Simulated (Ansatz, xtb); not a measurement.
# Relaxing a trial structure of H4Si2Sn

The starting geometry of this gas-phase triplet was built from a drawn formula by distance geometry and a force field; its bonds are those of `[Si]1[SiH2][SnH2]1`.

| atom | x (Å) | y (Å) | z (Å) |
| --- | --- | --- | --- |
| Si | -2.1253 | 0.5169 | 0.9901 |
| Si | -0.3859 | -0.6791 | 1.6105 |
| Sn | -2.0175 | -1.8059 | 0.0103 |
| H | 0.8426 | -0.3464 | 0.9642 |
| H | -0.4398 | -1.2155 | 2.9704 |
| H | -1.3457 | -1.9152 | -1.5768 |
| H | -2.9999 | -3.0109 | 0.8584 |

Q: Predict what becomes of its bonds when it is optimised with r2SCAN-D4/def2-SVP.

A: It keeps its bonds, and is `[Si]1[SiH2][SnH2]1`.

The energy falls by 0.49 eV over 5 steps:

| step | E − E(last) (eV) |
| --- | --- |
| 1 | 0.489 |
| 2 | 0.040 |
| 3 | 0.002 |
| 4 | 0.000 |
| 5 | 0.000 |

Final geometry (Å):

```yaml
atoms:
  - { symbol: Si, position_ang: [-2.2354, 0.6400, 0.9703] }
  - { symbol: Si, position_ang: [-0.3791, -0.5620, 1.6729] }
  - { symbol: Sn, position_ang: [-2.1394, -1.7237, -0.0146] }
  - { symbol: H, position_ang: [0.9985, -0.3731, 1.1156] }
  - { symbol: H, position_ang: [-0.2642, -1.2165, 3.0154] }
  - { symbol: H, position_ang: [-1.4984, -2.1258, -1.5572] }
  - { symbol: H, position_ang: [-2.9535, -3.0951, 0.6248] }
```

From the same start GFN2-xTB ends elsewhere, differing in Si2–Sn3 (4.48 against 2.70 Å here).

The end wasn't checked by frequencies. Open shells are spin-unrestricted. The triplet needn't be the ground state. Atoms past krypton carry core potentials, without spin–orbit terms. Run with Ansatz 0.2.0, 110 s on 1 thread of Arm Neoverse N1, on a shared host.
